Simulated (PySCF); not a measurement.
**Working out the ionisation energy of Ar¹¹⁺**

Ar¹¹⁺ [He] 2s2 2p3 (4S) → Ar¹²⁺ [He] 2s2 2p2 (3P). Computed with PySCF 2.14 in an even-tempered Gaussian basis (18 s from 1.6 bohr⁻², ratio 2.2; 11 p from 2 bohr⁻², ratio 2.2; 6 d from 10 bohr⁻², ratio 2.4; 5 f from 15 bohr⁻², ratio 2.4; 5 g from 22 bohr⁻², ratio 2.4), with no relativity, point nucleus. Frozen: nothing; the 14 highest virtual orbitals dropped. Energies in hartree (1 hartree = 27.21139 eV):

| part | Ar¹¹⁺ (lower) | Ar¹²⁺ (upper) |
| --- | --- | --- |
| UHF | -453.189696 | -430.404282 |
| MP2 opposite-spin | -0.150726 | -0.155648 |
| MP2 same-spin | -0.045426 | -0.025466 |

Question: What does Hartree-Fock give?

Answer: (-430.404282) − (-453.189696) = 22.785414 hartree = 620.023 eV.

Question: What do MP2 and SCS-MP2 (6/5 opposite-spin, 1/3 same-spin) give?

Answer: The opposite-spin parts differ by -0.134 eV and the same-spin parts by 0.543 eV. MP2: 620.023 + (-0.134) + (0.543) = 620.432 eV. SCS-MP2: 620.023 + 1.2 × (-0.134) + (0.543)/3 = 620.043 eV.

A first-order spin-orbit estimate adds -1.760 eV to MP2 (all electrons), giving 618.672 eV against 619 ± 0.4 eV (semi-empirical (NIST evaluation); NIST Atomic Spectra Database, ionization energies).

What remains against the reference includes basis incompleteness and correlation beyond second order.
